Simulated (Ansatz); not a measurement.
`CC(F)OCCF` + CH₃OH → `COCCF` + `CC(O)F`  (substitution at a C–O bond)

Calculated with Ansatz (gas phase, PBE0-D4/def2-TZVP geometries, no zero-point term in ΔE). CBS: MP2 limit from def2 TZ/QZ plus the TZ coupled-cluster correction, frozen cores. This one scheme is used for every species. Functionals use def2-TZVPP. Each species was taken in one conformer, which may not be the lowest.

```json
{"level": "ωB97M-V", "ΔE (kcal/mol)": "-1.5"}
{"level": "B2PLYP", "ΔE (kcal/mol)": "-1.6"}
{"level": "PBE0", "ΔE (kcal/mol)": "-1.9"}
{"level": "SCS-MP2/def2-QZVPP", "ΔE (kcal/mol)": "-1.1"}
```

Task: What does CCSD(T)/CBS give? (Best estimate.)

Result: Ansatz gave: -0.9 kcal/mol. The listed levels differ from it by -0.6, -0.7, -1.0, -0.2 kcal/mol.

Largest T1 diagnostic among the species: 0.011.
